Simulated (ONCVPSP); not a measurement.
**Configuration tests for neon (Ne) (ONCV)**

- Element: Ne
- Generator: ONCVPSP 4.0.1
- Type: optimised norm-conserving Vanderbilt (ONCV)
- Functional: PBE
- Relativity: scalar-relativistic
- Frozen core: [He]
- Valence charge: 8
- Reference configuration: 2s2 2p5.5 (charge +0.5)
- Partial waves: 2s: rc 0.70 bohr, ncon 4, nbas 7, qcut 10.7 1/bohr, 2 projectors, debl 3.2 Ha; 2p: rc 0.85 bohr, ncon 4, nbas 8, qcut 19.8 1/bohr, 2 projectors, debl 3.4 Ha
- Local potential: polynomial inside 0.50 bohr (lpopt 5, dvloc0 -1 Ha)
- Core correction: Teter function, fcfact 2.75, rcfact 1.25

Energies are relative to the spin-unpolarised reference configuration 2s2 2p5.5; without spin polarisation the order of configurations can differ from experiment.

| valence configuration | charge | ΔE all-electron (eV) | error AE − PS (meV) |
| --- | --- | --- | --- |
| 2s2 2p4 | +2 | 56.875 | +8.2 |
| 2s2 2p2 | +4 | 218.934 | +228 |

Q: What are ΔE and the potential's error for 2s2 2p6?

A: ΔE = -8.868 eV all-electron; the error (AE − PS) is +1.5 meV.

Q: What are ΔE and the potential's error for 2s2 2p5?

A: ΔE = 13.607 eV all-electron; the error (AE − PS) is -0.8 meV.

Levels in the configuration 2s2 2p2:

```csv
level,all-electron (eV),pseudo (eV)
2s,-130.987,-130.908
2p,-109.181,-108.909
```
